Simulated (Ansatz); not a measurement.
Basis-set extrapolation for C2H7NOSi (`CN([SiH3])C=O`) (PBE0-D4/def2-TZVP geometry, frozen core, the Gaussian-basis code of Ansatz). Multiplicity 1, RHF reference.

```
                      def2-TZVPP   def2-QZVPP
                 HF  -498.175644  -498.194640
    MP2 correlation    -0.897867    -0.961436
CCSD(T) correlation    -0.975462      not run
```

Energies in hartree. Use E(X) = E(∞) + A·exp(−7.88·√X) for Hartree–Fock and E(X) = E(∞) + B·X^(−2.97) for correlation, with X = 3 and 4, and add CCSD(T) minus MP2 of the smaller set to the MP2 limit.

Q: What is the CCSD(T) energy at the basis-set limit?

A: HF limit: -498.194640 + (-0.018996) × 0.13774 = -498.19726. MP2 limit: -0.961436 + (-0.063569) × 0.74074 = -1.00852. Higher-order term: -0.975462 − (-0.897867) = -0.07760. Total: -499.28338 hartree, 83.0 kcal/mol below CCSD(T)/def2-TZVPP.
